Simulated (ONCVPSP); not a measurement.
## Logarithmic derivatives: Li (Z = 3), ONCV

```
Element                 : lithium
Generator               : ONCVPSP 4.0.1
Type                    : optimised norm-conserving Vanderbilt (ONCV)
Functional              : BLYP
Relativity              : non-relativistic
Frozen core             : none
Valence charge          : 3
Reference configuration : 1s2 2s1
Partial waves           : 1s+2s: rc 1.05 bohr, ncon 4, nbas 9, qcut 9.2 1/bohr, 2 projectors; p scattering state at 0.14 Ha: rc 1.05 bohr, ncon 4, nbas 8, qcut 9.4 1/bohr, 2 projectors, debl 2.5 Ha
Local potential         : polynomial inside 1.05 bohr (lpopt 5, dvloc0 2 Ha)
Core correction         : none
```

The phase is arctan(r·R′/R) of the radial function R(r), unwrapped; energies in Ha, scanned from -3 to 5 Ha. A pole is an energy at which the radial function vanishes at the test radius. The pseudo phase is shifted by a multiple of π to meet the all-electron one at the reference energy, and phase errors are pseudo minus all-electron; the curves can meet again beyond the range given. Levels narrower than the energy grid can be missing from the lists of poles.

Q: For each channel, where are the poles, and over which energies does the pseudopotential scatter like the atom?

A:

```tsv
channel	radius (bohr)	reference energy (Ha)	poles, all-electron	poles, pseudo	unbroken range about the reference energy with phases within 0.05 rad	phase error 1 Ha above the reference energy (rad)
s	1.06	-0.10	-1.20	-1.20	the whole range	+0.000
p	1.06	0.14	none	none	the whole range	+0.000
```

Phases in the p channel:

```
E (Ha)  all-electron  pseudo
 -2.98         1.017   1.017
 -2.76         0.991   0.991
 -2.54         0.962   0.962
 -2.32         0.930   0.930
 -2.10         0.894   0.894
 -1.88         0.852   0.852
 -1.66         0.805   0.805
 -1.44         0.751   0.751
 -1.22         0.688   0.688
 -1.00         0.616   0.616
 -0.78         0.532   0.532
 -0.56         0.434   0.434
 -0.34         0.323   0.323
 -0.12         0.197   0.197
  0.10         0.057   0.057
  0.32        -0.092  -0.092
  0.54        -0.244  -0.244
  0.76        -0.394  -0.394
  0.98        -0.535  -0.535
  1.20        -0.662  -0.662
  1.42        -0.776  -0.776
  1.64        -0.875  -0.875
  1.86        -0.961  -0.961
  2.08        -1.035  -1.035
  2.30        -1.100  -1.100
  2.52        -1.156  -1.156
  2.74        -1.205  -1.205
  2.96        -1.248  -1.248
  3.18        -1.287  -1.287
  3.40        -1.321  -1.321
  3.62        -1.352  -1.352
  3.84        -1.381  -1.380
  4.06        -1.406  -1.406
  4.28        -1.430  -1.430
  4.50        -1.452  -1.452
  4.72        -1.473  -1.473
  4.94        -1.493  -1.493
```
